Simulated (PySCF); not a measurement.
**Radial density of Zn⁺ (zinc, charge +1)**

PW91, [Ar] 3d10 4p1, 2P determinant (an excited configuration). Computed with PySCF 2.14 in x2c-TZVPPall with one added diffuse shell each of s, p, d, f type (7s6p5d3f1g, 80 functions), with the spin-free X2C one-electron Hamiltonian (Gaussian nucleus).

| r (bohr) | 4πr²ρ (e/bohr) | 4πr²(ρα − ρβ) |
| --- | --- | --- |
| 0.000823 | 0.2381 | 0.0000 |
| 0.00138 | 0.5950 | 0.0000 |
| 0.00233 | 1.476 | 0.0000 |
| 0.00392 | 3.546 | 0.0000 |
| 0.00659 | 8.010 | 0.0000 |
| 0.0111 | 16.34 | 0.0000 |
| 0.0186 | 28.11 | 0.0002 |
| 0.0313 | 36.46 | 0.0014 |
| 0.0527 | 32.67 | 0.0060 |
| 0.0887 | 30.25 | 0.0150 |
| 0.149 | 41.72 | 0.0118 |
| 0.251 | 28.43 | -0.0156 |
| 0.422 | 20.79 | 0.0025 |
| 0.710 | 22.01 | -0.0140 |
| 1.19 | 6.579 | 0.0506 |
| 2.01 | 1.179 | 0.3444 |
| 3.38 | 0.3278 | 0.2880 |
| 5.68 | 0.03469 | 0.0344 |
| 9.56 | 0.0003693 | 0.0004 |

Densities and radii are taken from the X2C orbitals without a picture-change correction, which distorts them close to the nucleus.

Task: Where is the radial spin density 4πr²(ρα − ρβ) most negative, and why is it negative at all?

Result: Around r = 0.251 bohr, down to -0.0156 e/bohr: exchange with the open shell polarises the paired shells in an unrestricted calculation.
